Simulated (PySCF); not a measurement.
## TDDFT excited states: H2Te

Compound: TeH2.
SMILES: `[H][Te][H]`

Computed with TDDFT CAM-B3LYP/def2-SVPD, vertical, gas phase, core orbitals frozen in the response, def2 core potentials past Kr in PySCF 2.14.0, density-fitted response routines. Isolated species at its PBE0-D3(BJ)/def2-SVP geometry, gas phase. Spin–orbit coupling is left out.

Question: Predict the UV-vis stick spectrum at this level.

Answer: 

```json
{"state": "S1", "λ (nm)": "299.7", "E (eV)": "4.14", "f": "0.0000", "symmetry": "–", "main configurations (H = HOMO, L = LUMO)": "H→L (98%)"}
{"state": "S2", "λ (nm)": "253.6", "E (eV)": "4.89", "f": "0.038", "symmetry": "B1 or B2", "main configurations (H = HOMO, L = LUMO)": "H→L+1 (98%)"}
{"state": "S3", "λ (nm)": "189.7", "E (eV)": "6.54", "f": "0.0000", "symmetry": "–", "main configurations (H = HOMO, L = LUMO)": "H→L+2 (98%)"}
{"state": "S4", "λ (nm)": "187.6", "E (eV)": "6.61", "f": "0.0005", "symmetry": "–", "main configurations (H = HOMO, L = LUMO)": "H→L+3 (98%)"}
{"state": "S5", "λ (nm)": "177.0", "E (eV)": "7.00", "f": "0.0034", "symmetry": "A1", "main configurations (H = HOMO, L = LUMO)": "H→L+4 (97%)"}
{"state": "S6", "λ (nm)": "174.3", "E (eV)": "7.11", "f": "0.191", "symmetry": "B1 or B2", "main configurations (H = HOMO, L = LUMO)": "H→L+5 (60%), H→L+6 (38%)"}
{"state": "S7", "λ (nm)": "168.5", "E (eV)": "7.36", "f": "0.258", "symmetry": "B1 or B2", "main configurations (H = HOMO, L = LUMO)": "H→L+6 (60%), H→L+5 (36%)"}
{"state": "S8", "λ (nm)": "166.5", "E (eV)": "7.45", "f": "0.0011", "symmetry": "–", "main configurations (H = HOMO, L = LUMO)": "H-1→L (51%), H→L+7 (46%)"}
{"state": "S9", "λ (nm)": "158.9", "E (eV)": "7.80", "f": "0.0000", "symmetry": "–", "main configurations (H = HOMO, L = LUMO)": "H→L+8 (49%), H-1→L+1 (48%)"}
{"state": "S10", "λ (nm)": "154.2", "E (eV)": "8.04", "f": "0.282", "symmetry": "A1", "main configurations (H = HOMO, L = LUMO)": "H→L+8 (42%), H-1→L+1 (42%), H-2→L (14%)"}
```

Triplets (Tamm–Dancoff): T1 3.67 eV, H→L (96%); T2 4.42 eV, H→L+1 (91%); T3 6.09 eV, H-1→L (90%); T4 6.28 eV, H→L+5 (83%), H→L+3 (9%).

The lowest singlet lies at 4.14 eV (300 nm, ultraviolet) and is dark (f under 0.0005); its leading configuration is HOMO→LUMO (98%). The most intense listed level is S10 at 8.04 eV (154 nm, f = 0.282), 3.90 eV above S1. It is the last of those listed, so stronger ones may follow. Löwdin shares by element: HOMO tellurium 87%, hydrogen 13%; LUMO tellurium 70%, hydrogen 30%. Of the 10 states listed, 4 reach f = 0.01 and 3 stay under 0.0005. Weighted by f, the mean energy of these states is 7.42 eV. The listed states span 3.90 eV, and the widest gap between neighbours is 1.65 eV (S2 to S3). The vertical ionisation energy (ΔSCF) is 9.05 eV, 1.01 eV above S10. Symmetry labels in C2v follow from the direction of the transition dipole and are given only for states with f of 0.002 or more; B1 and B2 swap with the choice of axes. Only the lowest 10 singlets were computed, as vertical energies without vibronic structure.
